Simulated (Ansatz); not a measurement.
`[SiH3][SiH]([SiH3])[SiH3]` + `CSS` → `CSS[SiH3]` + `[SiH3][SiH2][SiH3]` at 500 K and 1 bar (cleavage of the Si–Si bond).

Calculated with Ansatz (gas phase, PBE0-D4/def2-TZVP geometries, no zero-point term in ΔE). CCSD(T)/CBS is the MP2 limit (def2-TZVPP, def2-QZVPP) plus CCSD(T) − MP2 in def2-TZVPP, frozen cores. One conformer a species, not always the lowest.

```csv
species,CCSD(T)/CBS energy (Eh),H − E (kJ/mol),S (J/(mol·K))
`[SiH3][SiH]([SiH3])[SiH3]`,-1162.31205,285.8,503.2
`CSS`,-836.00794,157.7,335.9
`CSS[SiH3]`,-1126.31043,218.4,411.9
`[SiH3][SiH2][SiH3]`,-872.02658,224.2,419.1
```

H − E and S are ideal-gas, rigid-rotor, harmonic terms from PBE0-D4/def2-TZVP, for one conformer and one mirror image of each species. 1 Eh = 2625.50 kJ/mol, R = 8.31446 J/(mol·K).

Question: By hand: ΔE, ΔH, ΔS and ΔG.

Answer: ΔE = (-1126.31043) + (-872.02658) − (-1162.31205) − (-836.00794) = -0.01702 Eh = -44.7 kJ/mol. Δ(H − E) = 218.4 + 224.2 − 285.8 − 157.7 = -0.9, so ΔH = -45.6 kJ/mol. ΔS = 411.9 + 419.1 − 503.2 − 335.9 = -8.1 J/(mol·K). ΔG = -45.6 − 500 × (-8.1)/1000 = -41.6 kJ/mol.

Question: By hand: the equilibrium constant, and the temperature at which ΔG would vanish if ΔH and ΔS stayed fixed.

Answer: log₁₀ K = −ΔG/(RT ln 10) = 4.3. ΔG = 0 at ΔH/ΔS = 5630 K, far beyond where these terms or the molecules hold.

The number of gas molecules stays the same, so ΔS is small and ΔH decides. A doubt of 5 kJ/mol in ΔE shifts log₁₀ K by 0.5 here. Other conformers and mirror images would add mixing entropy, several J/(mol·K) or more a flexible species. These are equilibria of isolated gas molecules and say nothing of rates. Largest T1 diagnostic: 0.014 (customary marks: 0.02 for closed shells, 0.045 for open ones).
